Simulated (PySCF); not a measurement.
# Spin states and ions at one geometry of [OsO2(OH)3]+

PySCF 2.14.0, RKS TPSS, Os def2-SVP with ECP60, O def2-SVP, H def2-SVP; non-relativistic Hamiltonian with scalar-relativistic core potentials where named; density fitting; no spin-orbit coupling; singlets restricted, open shells unrestricted. The geometry is relaxed for charge +1, singlet, vacuum:

```xyz
9

Os    0.0000    0.0000   -0.2044
O     0.0000    0.0000    1.5580
O     0.0000    0.0000   -1.9436
O     1.8609   -0.1347   -0.2343
H     2.2804   -0.1643    0.6634
O    -0.8138    1.6789   -0.2343
H    -0.9979    2.0570    0.6634
O    -1.0471   -1.5442   -0.2343
H    -1.2825   -1.8927    0.6634
```

Energies count from the relaxed state; an electron taken off or put on is at rest in vacuum. Charges and spins are Mulliken's.

Q: Order these states by energy, lowest first.
A. charge +1, triplet, vacuum
B. charge +1, singlet, vacuum
C. charge +2, doublet, vacuum
D. charge 0, doublet, vacuum

A: D (-7.80 eV), B (0.00 eV), A (2.36 eV), C (17.51 eV).

Q: How do charge and spin on the first atom follow?

A: 
```tsv
state	spin squared	charge on Os1 (e)	spin on Os1 (e)	dipole about the centre of mass (D)
charge +1, singlet, vacuum	0.00	1.28	0.00	4.03
charge +1, triplet, vacuum	2.01	1.22	0.44	3.95
charge +2, doublet, vacuum	0.76	1.41	-0.12	4.27
charge 0, doublet, vacuum	0.75	1.07	0.48	3.48
```

With an electron taken off (doublet) the charges change, summed by element, by Os +0.14 e, O +0.73 e, H +0.13 e. The vertical ionisation energy is 17.51 eV, against −ε(HOMO) = 14.07 eV of the relaxed state. The level lies 3.4 eV too high, as is usual for semilocal functionals and global hybrids, which keep a self-interaction error.

With an electron put on (doublet) the charges change, summed by element, by Os -0.20 e, O -0.62 e, H -0.17 e. The vertical electron affinity is 7.80 eV, against −ε(LUMO) = 11.20 eV of the relaxed state.

Open shells may have lower solutions than those found.

No frequency check is given that shows the relaxed geometry to be a minimum.
